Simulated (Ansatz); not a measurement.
InH₅SO₂, closed shell: at the start structure of a reaction step.

in.yaml

```yaml
crystal:
  periodic: [false, false, false]
  atoms:
    - {symbol: In, position_ang: [0.595079, 0.106889, 0.075181]}
    - {symbol: S, position_ang: [0.682641, 2.417381, -0.413522]}
    - {symbol: O, position_ang: [0.260220, -0.682868, 1.859961]}
    - {symbol: O, position_ang: [0.928103, -1.213863, -1.352934]}
    - {symbol: H, position_ang: [-2.327004, -0.177566, -0.337423]}
    - {symbol: H, position_ang: [-2.185879, -0.485535, 0.331206]}
    - {symbol: H, position_ang: [0.990826, 2.181775, -1.700941]}
    - {symbol: H, position_ang: [0.174277, -0.031430, 2.559844]}
    - {symbol: H, position_ang: [0.881637, -2.114684, -1.021470]}
basis:
  gaussian: {orbitals: def2-TZVPP}
hamiltonian: {xc: lda}
```

Launched with

```bash
ansatz run in.yaml --threads 4 --pin off --events-out ev --progress --plain --max-ram 9574MiB
```

The run's output (Ansatz 0.2.0):

```
Functional definition: SPW92
  name "SPW92"
  cite "Dirac, Proc. Camb. Phil. Soc. 26, 376 (1930) doi:10.1017/S0305004100016108"
  cite "Slater, Phys. Rev. 81, 385 (1951) doi:10.1103/PhysRev.81.385"
  cite "Perdew & Wang, Phys. Rev. B 45, 13244 (1992) doi:10.1103/PhysRevB.45.13244"
  exchange = slater_x
  correlation = pw_c
1269 factors; their error is unknown
mean field evaluation 1: about -20095.2853 eV, gradient 9.9e1 eV
mean field evaluation 2: about -19922.6005 eV, gradient 2.6e2 eV
mean field evaluation 4: about -20108.9233 eV, gradient 3.5e1 eV
mean field evaluation 8: about -20112.0067 eV, gradient 1.1e0 eV
mean field evaluation 16: about -20111.9992 eV, gradient 9.5e-4 eV
mean field -20111.99916784 eV, -739.1023370153 hartree, gradient 5.4e-5 eV, S^2 0.000000; 0 other end points of the search recorded, 0 dependent functions left out
reference -20111.99922877 eV, -739.1023392545 hartree; 29, 29 occupied and 195, 195 virtual orbitals, 1269 factors
Total energy: -20111.99922877 eV, -739.1023392545 hartree
```

The run took about 2.1 s on 4 CPU threads of an Intel Xeon (shared host).
